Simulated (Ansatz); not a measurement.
Geometry optimisation, Ansatz 0.2.0, RKS BLYP/def2-SVP.

The input (input.yaml):

```yaml
crystal:
  periodic: [false, false, false]
  atoms:
    - { symbol: Al, position_ang: [0.085257, 0.467697, -0.480185] }
    - { symbol: O, position_ang: [-0.030096, 0.079924, 2.449448] }
    - { symbol: H, position_ang: [-0.980849, -0.087179, 2.616901] }
    - { symbol: F, position_ang: [1.480708, -0.149122, -1.156672] }
    - { symbol: F, position_ang: [-1.377559, -0.244267, -0.8688] }
    - { symbol: H, position_ang: [0.098537, 1.775025, 0.382969] }
    - { symbol: H, position_ang: [-0.037499, 1.005222, 2.082239] }
basis:
  gaussian: { orbitals: def2-SVP }
hamiltonian:
  xc: blyp
relax:
  f_tol: 0.03
  max_steps: 50
```

Command:

```bash
$ ansatz run input.yaml --threads 1 --pin off --max-ram 2048MiB --backend cpu --events-out ev --progress --plain --runs-dir out
```

Where does it end, and by what steps?

It converged. After 10 steps the energy has fallen by 0.884 eV; H3 moved furthest, 0.75 Å. Joined: Al1–O2 (2.96 → 2.02 Å).

```
step  energy less start (eV)  largest force component (eV/Å)  accepted
   0                  0.0000                           0.764       yes
   1                 -0.1401                           1.763       yes
   2                 -0.3406                           2.128       yes
   3                 -0.6587                           1.566       yes
   4                 -0.7845                           0.989       yes
   5                 -0.8435                           0.255       yes
   6                 -0.8665                           0.186       yes
   7                 -0.8778                           0.156       yes
   8                 -0.8803                           0.060       yes
   9                 -0.8829                           0.119       yes
  10                 -0.8836                           0.029       yes
```

```xyz
7
Properties=species:S:1:pos:R:3
Al 0.066 0.554 -0.113
O 0.009 0.133 1.858
H -0.848 -0.350 1.922
F 1.396 -0.302 -0.686
F -1.435 -0.230 -0.289
H 0.108 2.139 -0.127
H -0.057 0.904 2.461
```

Time of the run: 22 s on 1 thread of Arm Neoverse V2, with other jobs on the host, peak memory 0.14 GiB.
